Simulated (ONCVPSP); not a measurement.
# Which change was made? (C, ONCV)

ONCVPSP 4.0.1 input, shortened (lines: element, Z, core and valence counts, functional; n l f; lmax; l rc ep ncon nbas qcut; lloc lpopt rc5 dvloc0; l nproj debl; icmod fcfact rcfact), PBEsol, scalar-relativistic:

```
  C 6.00    1    2  -116133      upf
    1    0    2.00
    2    0    1.00
    2    1    3.00
    2
    0    1.20    0.00    4    7    6.80
    1    1.75    0.00    4    7    8.20
    2    1.55    0.19    4    7    6.80
    4    3    1.00    1.00
    0    1    1.40
    1    2    2.40
    2    2    1.70
    1    0.25    0.00
```

Cutoffs, loose and tight: the cutoffs (Ha) at which the residual kinetic energy of the hardest occupied pseudo-wave falls to 1 and 0.1 mHa per electron. They do not see the model core or the augmentation charge, which bear on the density cutoff. Test errors are all-electron minus pseudo excitation energies from the reference, over the configurations 2s2 2p2; 2s2 2p1; 2s2 2p0; 2s1 2p2; variants that change the core or the reference have their own tests.

The base gives: outcome: generated; cutoff, loose: 20 Ha; cutoff, tight: 28 Ha; bound ghosts: none; GHOST(+) flags above zero: none; largest test error (meV): +193.

Question: After one change the result is: outcome: generated; cutoff, loose: 25 Ha; cutoff, tight: 41 Ha; bound ghosts: none; GHOST(+) flags above zero: none; largest test error (meV): +85. Which change was it?
A. reference 2s2 2p1.75
B. p: qcut 6
C. all radii but the core radius scaled by about 0.77 (s 0.92, p 1.34, d 1.20 bohr); local potential polynomial inside 0.78 bohr (lpopt 3, dvloc0 1 Ha)

Answer: C. The others give: p: qcut 6 → outcome: generated; cutoff, loose: 19 Ha; cutoff, tight: 28 Ha; bound ghosts: none; GHOST(+) flags above zero: none; largest test error (meV): +307 | reference 2s2 2p1.75 → outcome: generated; cutoff, loose: 20 Ha; cutoff, tight: 31 Ha; bound ghosts: none; GHOST(+) flags above zero: none; largest test error (meV): +125.
